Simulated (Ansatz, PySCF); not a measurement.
Species: sum formula BNH$_{2}$Cl, charge 0, multiplicity 2. It need not be the lowest isomer of its formula. 
Structure (B3LYP-D3(BJ)/def2-TZVP (Ansatz, an electronic-structure program) minimum search):
```
N
H 1 1.0062
H 1 1.0119 2 114.13
B 1 1.3777 2 122.40 3 -180.00
Cl 4 1.7548 1 124.58 2 180.00
```
Charge 0, spin multiplicity 2.

Quantity: atomisation energy (electronic, to ground-state atoms), in kJ/mol. Correlated levels leave the core frozen unless marked. UHF or UKS for open shells. Spin-orbit coupling is left out. No relativistic terms. The coupled-cluster limit lacks core correlation, which all-electron functionals hold. CBS marks a two-point X^-3 extrapolation of the correlation energy; Hartree-Fock from the larger set.

```tsv
level	program	atomisation energy (kJ/mol)
SVWN5/def2-TZVPD	Ansatz	1978.7
BLYP/def2-TZVPD	Ansatz	1698.0
BP86-D3(BJ)/def2-TZVPD	PySCF + dftd3	1776.3
TPSSh-D4/def2-TZVPD	PySCF + dftd4	1704.3
```

Question: What does CCSD(T)/CBS(cc-pV(T+d)Z,cc-pV(Q+d)Z) (Ansatz) give?

Answer: 1684.4 kJ/mol
